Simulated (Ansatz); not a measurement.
Wavefunction ladder for CuH₄NO (`[NH2][Cu-][OH2+]`)

```xyz
7

N    -1.178    0.389   -1.413
Cu    0.038   -0.028   -0.131
O     1.453   -0.358    1.185
H    -2.080    0.615   -1.003
H    -1.355   -0.414   -2.011
H     2.016    0.410    1.327
H     1.105   -0.615    2.046
```

Total charge 0; spin multiplicity 1. For Cu the d shell is correlated and the shells below it are frozen. Scalar relativity is left out up to krypton. The geometry is a stationary point of PBE0-D4/def2-TZVP. It is one conformer, not always the lowest. Frozen core, restricted reference, the Gaussian-basis code of Ansatz.

| basis | HF (Eh) | MP2 corr. |
| --- | --- | --- |
| def2-SVP | -1770.22195 | -0.71321 |
| def2-TZVPP | -1770.62247 | -1.02669 |
| def2-QZVPP | -1770.67052 | -1.09576 |

(1) Estimate the CCSD correlation energy and the (T) correction in each basis where they were run (hartree).

## Answers

(1) 
```json
{"basis": "def2-SVP", "CCSD corr.": "-0.69116", "(T)": "-0.02304"}
{"basis": "def2-TZVPP", "CCSD corr.": "-0.95979", "(T)": "-0.04010"}
```
